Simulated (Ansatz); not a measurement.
Consider the ligand exchange at the In–F bond: `[F][In]([F])[SeH]` + HCl → `[F][In]([Cl])[SeH]` + H–F.

Program: Ansatz. Geometries: PBE0-D4/def2-TZVP. ΔE: electronic, gas phase. CCSD(T)/CBS is the MP2 limit (def2-TZVPP, def2-QZVPP) plus CCSD(T) − MP2 in def2-TZVPP, frozen cores. This one scheme is used for every species. Elements past krypton have def2 core potentials. For In, Se outer-core shells are correlated without core-valence functions, which leaves a few kJ/mol of doubt a bond. Scalar relativity is left out up to krypton. Each species was taken in one conformer, which may not be the lowest.

```tsv
species	SCS-MP2/def2-TZVPP energy (Eh)
`[F][In]([F])[SeH]`	-2789.69705
HCl	-460.30218
`[F][In]([Cl])[SeH]`	-3149.69229
H–F	-100.33020
```

(1) Work out ΔE.

Largest T1 diagnostic among the species: 0.015.

Results:

(1) ΔE = (-3149.69229) + (-100.33020) − (-2789.69705) − (-460.30218) = -0.02326 Eh = -61.1 kJ/mol. CCSD(T)/CBS gives -62.7 kJ/mol.

The D4 term adds −3.7 kJ/mol with B3LYP and −2.1 kJ/mol with PBE0; it sums over pairs of atoms, weighted by their polarisabilities, and B3LYP, whose exchange is more repulsive, gets the larger term. Leaving LDA and LC-ωPBE aside and taking each functional with its dispersion term where it has one, the values, not all of them listed here, spread over 18.2 kJ/mol, from PBE-QIDH to BLYP-D4. LDA lies −6.5 kJ/mol from PBE without D4.

B3LYP here is the variant with VWN-RPA as its local correlation; programs differ in this.
